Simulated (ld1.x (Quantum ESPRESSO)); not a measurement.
## Ranking TM potentials for P

All share these settings but for the change named:

* Element: phosphorus
* Generator: ld1.x (Quantum ESPRESSO) 7.5
* Type: norm-conserving Troullier–Martins (Kleinman–Bylander form)
* Functional: PBE
* Relativity: non-relativistic
* Frozen core: [Ne]
* Valence charge: 5
* Reference configuration: 3s2 3p2.5 (charge +0.5)
* Partial waves: 3s (bound): rc 1.75 bohr; 3p (bound): rc 2.00 bohr
* Local potential: all-electron potential smoothed inside 1.35 bohr (lloc = -1)
* Core correction: Bessel-smoothed model core inside 1.65 bohr

Cutoff: the first of the cutoffs (Ry, on a coarse ladder) from which the occupation-weighted sum of valence levels, in a spherical-Bessel basis at the reference potential, stays within 10 and 1 mRy of its value at 400 Ry; the density cutoff is not measured.

The base gives 18 Ry.

Of 6 variants that were run, those that failed, showed a ghost or another fault, or gave nearly equal values are left out.

A variant can come out equal or close to the base.

Question: Rank these variants from softest to hardest (loose cutoff).
A. all radii but the core radius scaled by about 1.16 (s 2.02, p 2.32 bohr); local potential all-electron potential smoothed inside 1.56 bohr (lloc = -1)
B. all radii but the core radius scaled by about 1.27 (s 2.22, p 2.54 bohr); local potential all-electron potential smoothed inside 1.72 bohr (lloc = -1)
C. all radii but the core radius scaled by about 1.06 (s 1.86, p 2.12 bohr); local potential all-electron potential smoothed inside 1.42 bohr (lloc = -1)
D. all radii but the core radius scaled by about 0.84 (s 1.48, p 1.68 bohr); local potential all-electron potential smoothed inside 1.14 bohr (lloc = -1)

Answer: B (12 Ry), A (15 Ry), C (18 Ry), D (21 Ry).
